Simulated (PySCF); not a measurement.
SMILES C[S][Ge]([OH])([OH])[OH] (PBE0/def2-SVP optimised geometry):

```
12

C     -1.966     1.288    -0.549
S     -0.244     1.549     0.000
Ge     0.461    -0.531     0.000
O      0.013    -1.564     1.356
O      2.227    -0.531     0.000
O     -0.271    -1.321    -1.397
H     -2.596     0.950     0.285
H     -2.329     2.261    -0.905
H     -2.002     0.559    -1.369
H      0.592    -1.443     2.116
H      2.596     0.095    -0.634
H     -0.404    -2.261    -1.227
```

Calculation: PBE0/def2-TZVP in PySCF.

### Question
What are the frontier orbital energies and the dipole moment?

### Answer
HOMO-2 -9.09 eV, HOMO-1 -8.54 eV, HOMO -7.22 eV, LUMO -0.24 eV, LUMO+1 0.25 eV; dipole moment 0.64 D.

On the same geometry PBE/def2-TZVP (PySCF) gives HOMO-2 -7.31 eV, HOMO-1 -7.13 eV, HOMO -5.94 eV, LUMO -1.23 eV, LUMO+1 -0.67 eV; dipole moment 0.58 D.

Meta-Löwdin charges at PBE0/def2-TZVP: C1 -0.39, S2 -0.18, Ge3 1.32, O4 -0.74, O5 -0.74, O6 -0.74, H7 0.13, H8 0.14, H9 0.15, H10 0.35, H11 0.35, H12 0.35.
